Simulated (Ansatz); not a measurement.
Input for Ansatz (a program for electronic structure): R-wB97X-V/def2-TZVPP on BF2GeH3 (SMILES F[B](F)[GeH3]), a point of a torsion scan.

Ansatz 0.2 input:
```yaml
crystal:
  periodic: [false, false, false]
  atoms:
    - {symbol: F, position_ang: [1.83195454, -1.23185204, 0.01932556]}
    - {symbol: B, position_ang: [1.20015102, -0.08016279, 0.00382488]}
    - {symbol: F, position_ang: [2.00335172, 0.95911720, -0.00675620]}
    - {symbol: Ge, position_ang: [-0.81189191, 0.06621128, -0.00132273]}
    - {symbol: H, position_ang: [-1.45225269, -0.55817418, 1.18996701]}
    - {symbol: H, position_ang: [-1.31990932, 1.46404646, -0.03999865]}
    - {symbol: H, position_ang: [-1.45172978, -0.62407439, -1.15578591]}
basis:
  gaussian:
    orbitals: def2-TZVPP
hamiltonian:
  xc: {name: wB97X-V}
scf: {lower_state_search: off}
```

Program output:

```
WARN ansatz: RAYON_NUM_THREADS=1 ignored (pool sized by the plan → 1); use --threads N
Functional definition: wB97X-V
these checks for a lower state are left out or cut short: stability, starts, cluster_reference, orbital_swaps, neighbouring_geometries, increment
integrals: 0.12 GiB planned
1047 factors; their error is unknown
integrals: 0.16 GiB planned
224 factors; integrals over basis functions are off by at most 5.7e-6 eV
mean field: 1.05 GiB planned
mean field evaluation 1: about -62672.8658 eV, gradient 4.1e1 eV
mean field evaluation 2: about -62672.8536 eV, gradient 4.6e1 eV
mean field evaluation 4: about -62675.2621 eV, gradient 4.0e-1 eV
mean field evaluation 8: about -62675.4560 eV, gradient 1.4e-1 eV
mean field evaluation 16: about -62675.4560 eV, gradient 4.7e-6 eV
mean field -62675.45599872 eV, -2303.2805250029 hartree, gradient 1.5e-6 eV, S^2 0.000000; 0 other end points of the search recorded, 0 dependent functions left out
reference -62675.45599675 eV, -2303.2805249308 hartree; 29, 29 occupied and 154, 154 virtual orbitals, 1047 factors
Total energy: -62675.45599675 eV, -2303.2805249308 hartree
Checks for a lower state left out: stability, starts, cluster_reference, orbital_swaps, neighbouring_geometries, increment
```

The run converged.

Cost: about 6 core-seconds (a rough figure).
